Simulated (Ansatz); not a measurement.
Mulliken charges of `[OH][W]([OH])([F])([F])=[S]` from B3LYP/def2-TZVPP in Ansatz (PBE0-D4/def2-TZVP geometry).

```csv
atom,x (Å),y (Å),z (Å),charge (e)
O1,-0.197,-1.308,0.776,-0.388
W2,-0.103,0.399,-0.040,1.092
O3,1.646,-0.041,-0.501,-0.333
F4,-1.967,0.191,-0.121,-0.323
F5,-0.341,1.253,-1.679,-0.297
S6,0.152,1.869,1.449,-0.170
H7,-1.065,-1.619,1.051,0.212
H8,1.966,-0.802,-0.991,0.207
```

Q: By hand: the dipole of these point charges (1 e Å = 4.8032 D).

A: Σ q r = (0.308, -0.304, 0.131) e Å, of length 0.452 e Å = 2.17 D.

Q: How does the dipole of the full density compare? (Best estimate.)

A: Ansatz gave: (0.190, -0.523, -0.035) e Å, 2.68 D; the point charges give 0.81 times that, at 32° from its direction.

Point charges leave out the atoms' own dipoles, such as those of lone pairs, and Mulliken's split depends on the basis, so the two needn't agree.

B3LYP here is the variant with VWN-RPA as its local correlation; programs differ in this.
